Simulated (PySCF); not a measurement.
# Electron correlation in In (indium, neutral)

[Kr] 4d10 5s1 5p1 6s1, high-spin 4P determinant (an excited configuration). Computed with PySCF 2.14 in aug-cc-pwCVTZ-PP with ECP28MDF, with a scalar-relativistic core potential. Frozen: 4s2 4p6 4d10; 3 electrons correlated.

```tsv
level	correlation energy (mhartree)
CCSD	-9.58
(T)	-0.10
CCSD(T)	-9.68
```

Diagnostics: T1 = 0.015, D1 = 0.0340, largest double amplitude 0.040.

Question: Is a single reference adequate?

Answer: Yes, within this model without spin-orbit coupling: T1 lies below 0.03 and no double amplitude reaches 0.07.
